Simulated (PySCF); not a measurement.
Atomic charges against the basis set

Species: C4H4BFO.
Geometry (PBE0-D3(BJ)/def2-SVP, Å), atoms numbered from 1 in this order:
```
atom  x, y, z in Å
F1     2.9370    1.3948   -0.4098
B2     2.2000    0.3126   -0.2127
C3     0.6887    0.4294   -0.0147
C4    -0.2722   -0.5341    0.2143
C5    -1.5163    0.1347    0.3356
C6    -1.2275    1.4645    0.1710
O7     0.0740    1.6510   -0.0360
H8     2.7503   -0.7644   -0.1924
H9    -0.0853   -1.6043    0.2846
H10   -2.4965   -0.2990    0.5186
H11   -1.8490    2.3577    0.1786
```

PBE0 throughout (PySCF), one geometry, spherical d and f functions. The structure is a single PBE0-D3(BJ)/def2-SVP conformer in the gas phase; no vibrational or solvent corrections. The first 7 of 11 kinds of atom are listed.

Mulliken charges (e):

```json
{"basis": "STO-3G", "functions": "39", "F1": "-0.090", "B2": "+0.237", "C3": "-0.037", "C4": "-0.107", "C5": "-0.126", "C6": "+0.013", "O7": "-0.128"}
{"basis": "6-31G", "functions": "71", "F1": "-0.295", "B2": "+0.451", "C3": "+0.103", "C4": "-0.207", "C5": "-0.223", "C6": "+0.098", "O7": "-0.493"}
{"basis": "pcSseg-0", "functions": "71", "F1": "-0.306", "B2": "+0.668", "C3": "-0.099", "C4": "-0.228", "C5": "-0.303", "C6": "+0.137", "O7": "-0.613"}
{"basis": "6-31G*", "functions": "106", "F1": "-0.248", "B2": "+0.319", "C3": "+0.177", "C4": "-0.218", "C5": "-0.236", "C6": "+0.085", "O7": "-0.412"}
{"basis": "cc-pVDZ", "functions": "118", "F1": "-0.086", "B2": "+0.160", "C3": "+0.088", "C4": "-0.033", "C5": "-0.067", "C6": "+0.128", "O7": "-0.173"}
{"basis": "def2-SVP", "functions": "118", "F1": "-0.103", "B2": "+0.147", "C3": "+0.115", "C4": "-0.050", "C5": "-0.078", "C6": "+0.144", "O7": "-0.231"}
{"basis": "aug-cc-pVDZ", "functions": "197", "F1": "-0.444", "B2": "-0.200", "C3": "+0.187", "C4": "+0.631", "C5": "+0.803", "C6": "+0.311", "O7": "-0.407"}
{"basis": "6-311+G(2d,p)", "functions": "213", "F1": "-0.298", "B2": "+0.338", "C3": "+0.085", "C4": "-0.059", "C5": "-0.233", "C6": "+0.081", "O7": "-0.303"}
{"basis": "def2-TZVP", "functions": "241", "F1": "-0.229", "B2": "+0.215", "C3": "+0.095", "C4": "-0.191", "C5": "-0.154", "C6": "+0.013", "O7": "-0.166"}
{"basis": "cc-pVTZ", "functions": "266", "F1": "-0.195", "B2": "+0.180", "C3": "+0.060", "C4": "-0.124", "C5": "-0.189", "C6": "+0.009", "O7": "-0.105"}
{"basis": "IGLO-III", "functions": "285", "F1": "-0.342", "B2": "+0.505", "C3": "-0.011", "C4": "-0.122", "C5": "-0.111", "C6": "+0.078", "O7": "-0.227"}
{"basis": "pcSseg-2", "functions": "308", "F1": "-0.331", "B2": "+0.589", "C3": "-0.037", "C4": "-0.066", "C5": "-0.080", "C6": "+0.188", "O7": "-0.305"}
```

IAO charges (e):

```csv
basis,functions,F1,B2,C3,C4,C5,C6,O7
STO-3G,39,-0.132,+0.234,-0.072,-0.156,-0.200,-0.028,-0.079
6-31G,71,-0.286,+0.343,-0.031,-0.161,-0.221,+0.020,-0.196
pcSseg-0,71,-0.269,+0.331,-0.030,-0.160,-0.224,+0.032,-0.194
6-31G*,106,-0.295,+0.370,-0.022,-0.154,-0.221,+0.048,-0.210
cc-pVDZ,118,-0.292,+0.354,-0.016,-0.158,-0.225,+0.046,-0.205
def2-SVP,118,-0.290,+0.358,-0.019,-0.153,-0.221,+0.049,-0.204
aug-cc-pVDZ,197,-0.304,+0.361,-0.015,-0.161,-0.230,+0.046,-0.211
"6-311+G(2d,p)",213,-0.306,+0.366,-0.016,-0.160,-0.230,+0.047,-0.213
def2-TZVP,241,-0.307,+0.370,-0.015,-0.160,-0.230,+0.049,-0.214
cc-pVTZ,266,-0.305,+0.369,-0.016,-0.161,-0.230,+0.048,-0.212
IGLO-III,285,-0.307,+0.368,-0.016,-0.161,-0.231,+0.047,-0.214
pcSseg-2,308,-0.307,+0.371,-0.016,-0.161,-0.230,+0.048,-0.214
```

Hirshfeld charges (e):

```json
{"basis": "STO-3G", "functions": "39", "F1": "-0.027", "B2": "+0.150", "C3": "-0.047", "C4": "-0.051", "C5": "-0.072", "C6": "+0.021", "O7": "-0.015"}
{"basis": "6-31G", "functions": "71", "F1": "-0.125", "B2": "+0.187", "C3": "-0.038", "C4": "-0.055", "C5": "-0.083", "C6": "+0.031", "O7": "-0.067"}
{"basis": "pcSseg-0", "functions": "71", "F1": "-0.118", "B2": "+0.187", "C3": "-0.044", "C4": "-0.056", "C5": "-0.084", "C6": "+0.031", "O7": "-0.045"}
{"basis": "6-31G*", "functions": "106", "F1": "-0.120", "B2": "+0.184", "C3": "-0.036", "C4": "-0.054", "C5": "-0.084", "C6": "+0.032", "O7": "-0.058"}
{"basis": "cc-pVDZ", "functions": "118", "F1": "-0.116", "B2": "+0.174", "C3": "-0.044", "C4": "-0.056", "C5": "-0.085", "C6": "+0.031", "O7": "-0.034"}
{"basis": "def2-SVP", "functions": "118", "F1": "-0.121", "B2": "+0.183", "C3": "-0.042", "C4": "-0.056", "C5": "-0.085", "C6": "+0.033", "O7": "-0.041"}
{"basis": "aug-cc-pVDZ", "functions": "197", "F1": "-0.137", "B2": "+0.196", "C3": "-0.041", "C4": "-0.059", "C5": "-0.086", "C6": "+0.034", "O7": "-0.060"}
{"basis": "6-311+G(2d,p)", "functions": "213", "F1": "-0.144", "B2": "+0.203", "C3": "-0.044", "C4": "-0.057", "C5": "-0.085", "C6": "+0.035", "O7": "-0.062"}
{"basis": "def2-TZVP", "functions": "241", "F1": "-0.139", "B2": "+0.198", "C3": "-0.041", "C4": "-0.057", "C5": "-0.086", "C6": "+0.034", "O7": "-0.057"}
{"basis": "cc-pVTZ", "functions": "266", "F1": "-0.135", "B2": "+0.193", "C3": "-0.041", "C4": "-0.057", "C5": "-0.086", "C6": "+0.033", "O7": "-0.052"}
{"basis": "IGLO-III", "functions": "285", "F1": "-0.140", "B2": "+0.200", "C3": "-0.041", "C4": "-0.058", "C5": "-0.085", "C6": "+0.034", "O7": "-0.060"}
{"basis": "pcSseg-2", "functions": "308", "F1": "-0.141", "B2": "+0.201", "C3": "-0.040", "C4": "-0.058", "C5": "-0.085", "C6": "+0.034", "O7": "-0.060"}
```

**Question.** Which scheme is steadiest as the basis changes?

**Answer.** Largest range over the bases for any column: Hirshfeld 0.12 e, IAO 0.18 e, Mulliken 1.11 e. Hirshfeld charges move least and Mulliken charges most, counted in e. Without the minimal STO-3G basis the ranges are Hirshfeld 0.03, IAO 0.04, Mulliken 1.11 e.

**Question.** How much do the charges still move between the two largest bases, IGLO-III and pcSseg-2?

**Answer.** At most, over all atoms: Mulliken 0.110 e, IAO 0.002 e, Hirshfeld 0.001 e.

**Question.** What do the same runs give for the total energy, the frontier levels and the dipole moment?

**Answer.** 
```csv
basis,energy (Eh),HOMO (eV),LUMO (eV),μ (D)
STO-3G,-349.7721,-5.02,1.54,1.05
6-31G,-354.2849,-7.22,-1.38,3.11
pcSseg-0,-353.5832,-7.54,-1.60,3.00
6-31G*,-354.3832,-6.93,-1.16,2.53
cc-pVDZ,-354.4122,-7.08,-1.37,2.54
def2-SVP,-354.1294,-7.20,-1.44,2.58
aug-cc-pVDZ,-354.4312,-7.22,-1.61,2.71
"6-311+G(2d,p)",-354.4949,-7.23,-1.61,2.78
def2-TZVP,-354.5284,-7.20,-1.55,2.69
cc-pVTZ,-354.5153,-7.17,-1.50,2.65
IGLO-III,-354.5337,-7.21,-1.59,2.70
pcSseg-2,-354.5272,-7.24,-1.59,2.72
```

The dipole is fixed by the density alone, so its range of 2.06 D shows that the density itself changes with the basis, not only its division among atoms.
